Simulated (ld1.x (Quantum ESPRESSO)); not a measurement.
## Configuration tests for Ni (PAW)

ld1.x (Quantum ESPRESSO) 7.5 input, shortened:

```
&input
   title='Ni', zed=28., rel=1, dft='PBE', iswitch=3,
   config='[Ar] 3d8 4s1 4p0'
 /
 &inputp
   pseudotype=3, lpaw=.true., tm=.true., lloc=-1, rcloc=1.15,
   nlcc=.true., new_core_ps=.true., rcore=0.90,
   which_augfun='BG', rmatch_augfun=1.00
 /
6
3S  1  0   2.00   0.00  1.00  1.36  0.0
4S  2  0   1.00   0.00  1.00  1.36  0.0
3P  2  1   6.00   0.00  1.05  1.30  0.0
4P  3  1   0.00   0.00  1.05  1.30  0.0
3D  3  2   8.00   0.00  1.25  1.50  0.0
3D  3  2   0.00  -0.65  1.25  1.50  0.0
 &test
   configts(1)='3s2 3p6 3d8 4s1 4p0'
 /
```

Energies are relative to the spin-unpolarised reference configuration 3s2 3p6 3d8 4s1 4p0; without spin polarisation the order of configurations can differ from experiment. Not all tests gave a result: test run stopped at test 6 of 7 (negative rho).

**Question.** Give the all-electron excitation energy and the error of the potential for: 3s2 3p6 3d8 4s2 4p0; 3s2 3p6 3d8 4s0 4p0; 3s2 3p6 3d7 4s0 4p0; 3s2 3p6 3d8 4s1.5 4p0; 3s2 3p6 3d9 4s0 4p0.

**Answer.**

```
valence configuration  charge  ΔE all-electron (eV)  error AE − PS (meV)
  3s2 3p6 3d8 4s2 4p0       0                -9.322                  +38
  3s2 3p6 3d8 4s0 4p0      +2                17.351                  +38
  3s2 3p6 3d7 4s0 4p0      +3                54.818                 -1.4
3s2 3p6 3d8 4s1.5 4p0    +0.5                -5.605                  +11
  3s2 3p6 3d9 4s0 4p0      +1                -3.004                  +94
```
